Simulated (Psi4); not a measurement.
Pair of molecules, SMILES CO with SMILES O=CO (the first has 6 atoms); geometry from B3LYP-D3(BJ)/def2-TZVP.
(charge 0, multiplicity 1):
```xyz
11

C     -0.1896    -0.3503     0.1830
O      0.4893    -0.8055     1.3522
H     -0.9040     0.4454     0.4141
H     -0.7288    -1.2018    -0.2278
H      0.5196     0.0110    -0.5655
H      0.9374    -0.0547     1.7799
O      0.8121     0.8864     3.5621
C      0.0017     0.2523     4.1994
O     -0.6540    -0.8154     3.7739
H     -0.2823     0.5058     5.2285
H     -0.3656    -1.0067     2.8376
```

The numbers are results of SAPT0/jun-cc-pV(D+d)Z (Psi4 1.11), not measurements.

Q: Which attractive term is largest, and how does the interaction split up?

A: electrostatics -98.5, exchange 101.2, induction -35.7, dispersion -18.3, total -51.4 kJ/mol; the largest attraction is electrostatics.
